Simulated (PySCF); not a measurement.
## A small calculation by hand: refractive index and permittivity of the vapour

Ga(F)(Cl)(vinyl) (C2H3ClFGa), SMILES C=[CH][Ga]([F])[Cl].

Geometry optimised at ωB97X-D3(BJ)/def2-SVP. The structure was generated by enumeration; whether it is a known compound was not checked. The values are those of a single conformer.

PySCF with CAM-B3LYP/def2-TZVP gives a mean static polarisability of 58.4 bohr³ and a dipole moment of 3.35 D. Take an ideal gas at 298.15 K and 1 bar, whether or not the substance is that volatile.

Work out n − 1 in the optical limit and the static ε − 1.


Polarisability volume α' = 58.4 × 0.148185 = 8.65 Å³. Number density N = p/kT = 2.43e-5 Å⁻³.
Dilute limit of Lorentz–Lorenz: n − 1 = 2π N α' = 0.0013.
Orientation term of Debye: μ²/(3kT) = 8.098 Å³ × μ²(D²) = 90.88 Å³.
ε − 1 = 4π N (α' + μ²/3kT) = 0.030. Orientation of the dipole supplies 91 % of the static response; it can't follow optical fields. Vibrational polarisation and dispersion are left out.
